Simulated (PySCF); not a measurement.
BeF, doublet, at a GFN2-xTB geometry (such geometries of metal compounds can be far from the true shape) (the spin is typed, not shown lowest). Base run: PySCF with PBE0/6-31G**.

The PySCF input:
```python
from pyscf import gto, scf, dft

mol = gto.M(
    atom='''
Be   -0.000000   -0.000000   -0.967264
F     0.000000    0.000000    0.429895
''',
    basis='6-31g**',
    charge=0,
    spin=1,
    verbose=4,
)

mf = dft.UKS(mol)
mf.xc = 'pbe0'
mf.kernel()
mo_i, mo_e, stable_i, stable_e = mf.stability(internal=True, external=False, return_status=True, nroots=6, tol=1e-6)
print('internally stable:', stable_i, ' externally stable:', stable_e)
if not stable_i:
    umf = mf.copy()
    umf.scf_summary = {}
    umf.kernel(umf.make_rdm1(mo_i, mf.mo_occ))
```

The bond that is stretched is that between atoms 2 and 1. A test that says stable can miss a lower solution.

Variants of this job, named by their change:

```
change       ΔE vs base (mEh)  <S^2>                      stability test says        outcome
-----------  ----------------  -----  ---------------------------------------  -------------
base                    0.000  0.751  internally stable (external not tested)      converged
bond × 1.25            50.527  0.752  internally stable (external not tested)      converged
bond × 1.5              116.7  0.756  internally stable (external not tested)      converged
bond × 1.8              173.1  0.816  internally stable (external not tested)      converged
bond × 2.2                  -      -                                        -  not converged
bond × 3.0                  -      -                                        -  not converged
```

On stretching, the SCF can end on different states; <S^2> shows the spin contamination of each.
